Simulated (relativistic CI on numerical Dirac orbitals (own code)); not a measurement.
# Slater and spin-orbit integrals, Sr¹⁷⁺

These numbers are calculated, not measured: Dirac-Coulomb-Breit CI, orbitals from a KLI potential per configuration, model QED (radiative potential, 1s self-energy scaled to tabulated hydrogen-like ionisation energies), unscaled Slater integrals (own radial code, finite nucleus).

Slater integrals F^k, G^k are unscaled and averaged over j, outside the closed core [Ne]; ζ comes from projecting the Hamiltonian with its Breit term on Σ l·s of the shell.

- 3s²3p⁶3d³: F^2(3d,3d) = 243070, F^4(3d,3d) = 156020, ζ(3d) = 7726 cm⁻¹; <r>(3d) = 0.4142, <r^2>(3d) = 0.201 (bohr units).
- 3s²3p⁵3d⁴: ζ(3p) = 68643, F^2(3d,3d) = 242350, F^4(3d,3d) = 155540, F^2(3p,3d) = 220740, G^1(3p,3d) = 248900, G^3(3p,3d) = 162010, ζ(3d) = 7570.9 cm⁻¹; <r>(3p) = 0.4497, <r^2>(3p) = 0.2335, <r>(3d) = 0.4153, <r^2>(3d) = 0.2021 (bohr units).
- 3s3p⁶3d⁴: F^2(3d,3d) = 242060, F^4(3d,3d) = 155340, G^2(3s,3d) = 188940, ζ(3d) = 7670.5 cm⁻¹; <r>(3s) = 0.4551, <r^2>(3s) = 0.236, <r>(3d) = 0.4158, <r^2>(3d) = 0.2026 (bohr units).

Task: Give the Racah parameters of the d shell in 3s²3p⁶3d³.

Result: B = F²/49 − 5F⁴/441 = 3192 cm⁻¹ and C = 35F⁴/441 = 12382 cm⁻¹.

Averages of the first 10 configurations, taken without configuration mixing, which lowers the lowest level and can move excited configurations by several eV; other configurations of the list can lie among them:

```tsv
Configuration	Parity	States	Average energy above the lowest level (eV)
3s²3p⁶3d³	even	120	10.3
3s²3p⁵3d⁴	odd	1260	133.8
3s3p⁶3d⁴	even	420	222.6
3s²3p⁶3d²4s	even	90	271.5
3s²3p⁶3d²4p	odd	270	301.1
3s²3p⁶3d²4d	even	450	345.2
3s²3p⁶3d²4f	odd	630	384.2
3s²3p⁵3d³4s	odd	1440	391.5
3s²3p⁵3d³4p	even	4320	421.1
3s²3p⁶3d4s4p	odd	120	576.7
```
